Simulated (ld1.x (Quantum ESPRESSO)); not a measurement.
phosphorus (P): one change to an ultrasoft potential, before and after

ld1.x (Quantum ESPRESSO) 7.5 input, shortened:

```
&input
   title='P', zed=15., rel=1, dft='PZ', iswitch=3,
   config='[Ne] 3s2 3p3'
 /
 &inputp
   pseudotype=3, tm=.true., lloc=-1, rcloc=1.20,
   nlcc=.false.,
   which_augfun='PSQ', rmatch_augfun=1.35
 /
4
3S  1  0   2.00   0.00  1.40  1.55  0.0
3S  1  0   0.00   1.70  1.40  1.55  0.0
3P  2  1   3.00   0.00  1.20  1.65  0.0
3P  2  1   0.00   2.80  1.20  1.65  0.0
 &test
   configts(1)='3s2 3p3'
 /
```

All-electron outer shells of the reference configuration (LDA (PZ), scalar-relativistic, ld1.x):

```json
{"shell": "2s", "level (eV)": "-173.14", "outermost node (bohr)": "0.14", "outermost maximum (bohr)": "0.42"}
{"shell": "2p", "level (eV)": "-124.52", "outermost node (bohr)": "–", "outermost maximum (bohr)": "0.35"}
{"shell": "3s", "level (eV)": "-14.02", "outermost node (bohr)": "0.66", "outermost maximum (bohr)": "1.56"}
{"shell": "3p", "level (eV)": "-5.60", "outermost node (bohr)": "0.64", "outermost maximum (bohr)": "1.83"}
```

Change: reference 3s2 3p0.

Cutoffs: the cutoffs (Ry, on a coarse ladder) from which the occupation-weighted sum of valence levels, in a spherical-Bessel basis at the reference potential, stays within 10 and 1 mRy of its value at 400 Ry; they do not see the model core or the augmentation charge, which bear on the density cutoff. Errors are all-electron minus pseudo energies relative to the spin-unpolarised reference configuration.

Problem. What does the change do?

Solution. The potential gets softer (15 Ry and 25 Ry → 12 Ry and 18 Ry); neither file shows a bound ghost.

```tsv
quantity	base	changed
cutoff, loose	15 Ry	12 Ry
cutoff, tight	25 Ry	18 Ry
bound ghosts	none	none
largest error over its own tests, meV	+90	+120
s: phases at 1.80 bohr within 0.05 rad from the reference energy up to (Ry; the scan ends near 5)	to the end of the scan	to the end of the scan
p: phases at 1.80 bohr within 0.05 rad from the reference energy up to (Ry; the scan ends near 5)	to the end of the scan	to the end of the scan
lowest overlap eigenvalue by channel	s 0.43, p 0.72	s 0.49, p 0.69
```
